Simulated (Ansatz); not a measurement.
Energy needed to pull apart AlBH₃Br (SMILES [BH2][AlH][Br]), closed shell, into free ground-state atoms, from the structure below (at a frame of a short PBE0-D4/def2-SVP trajectory); no zero-point or spin–orbit terms; open-shell atoms are treated unrestricted, in their ground-state multiplicity.

B1  (-0.777, 0.313, -0.929)
Al2  (0.573, -0.063, 0.689)
Br3  (1.218, -2.092, 1.436)
H4  (-0.921, -0.554, -1.742)
H5  (-1.320, 1.386, -1.073)
H6  (1.289, 1.045, 1.518)
(Å)

Ansatz 0.2.0; basis: def2-TZVPP; cores frozen in the correlated methods. Filled d shells of the heavier atoms are correlated. The def2 sets are not built for correlating such inner shells, so the correlated values are less sure here.

| method | atomization energy (eV) |
| --- | --- |
| PBE-D4 | 17.00 |
| r2SCAN-D4 | ? |
| PBE0-D4 | 17.01 |
| wB97M-V | 17.10 |
| HF | 13.58 |
| MP2 | 16.86 |
| CCSD | ? |
| CCSD(T) | 16.69 |

Question: What does CCSD give? (To be estimated.)

Answer: By the calculation: 16.53 eV, which is about 0.16 eV less than CCSD(T)/def2-TZVPP.

Question: What does r2SCAN-D4 give? (To be estimated.)

Answer: Computed: 17.26 eV, which is about 0.56 eV more than CCSD(T)/def2-TZVPP.

In triple zeta the MP2 and coupled-cluster atomization energies are still short of their basis limit by a few kcal/mol a bond, whereas those of the functionals are nearly converged, so these differences are not deviations from converged CCSD(T).

The T1 diagnostic stays at or below 0.008.

For scale, one of the runs: CCSD(T)/def2-TZVPP forces, 163 basis functions, launched by `ansatz run in.yaml --threads 2 --pin off --events-out ev --progress --plain --max-ram 3481MiB`. Time: 2.5 min of wall clock on 2 CPU threads of an Arm Neoverse V2; the host was shared. Peak host memory: 2 GiB.
